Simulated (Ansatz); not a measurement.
Species: AlH$_{3}$, charge 0, triplet. This triplet is an excited state, 2.9 eV above the singlet at CCSD(T)/cc-pV(5+d)Z (Ansatz, an electronic-structure program). AlH3 (parent SMILES [AlH3], triplet).
B3LYP-D3(BJ)/def2-TZVP minimum from Ansatz:
```
Al
H 1 1.5884
H 1 1.8763 2 101.76
H 3 0.8286 1 77.24 2 92.70
```
Charge 0, spin multiplicity 3.

Total energies in aug-cc-pV(T+d)Z, 6 correlated electrons, 5 frozen orbitals. UHF or UKS for unpaired electrons; spin-orbit terms are left out. Correlated methods leave the cores frozen. No relativity. The spin of H3Al (parent SMILES [AlH3], triplet) was assumed, and the state is the lowest solution found for it.

| method | program | energy (Eh) | minus CCSDT(Q) (mEh) |
|---|---|---|---|
| HF | Ansatz | -243.55356 | 109.07 |
| MP2 | Ansatz | -243.63806 | 24.58 |
| CCSD | Ansatz | -243.65934 | 3.30 |
| CCSD(T) | Ansatz | -243.66186 | 0.78 |
| CCSDT(Q) | Ansatz | -243.66264 | 0.00 |

Rough core times of Ansatz's runs on a shared machine: CCSD(T) under 20 s, CCSDT(Q) 9 min.
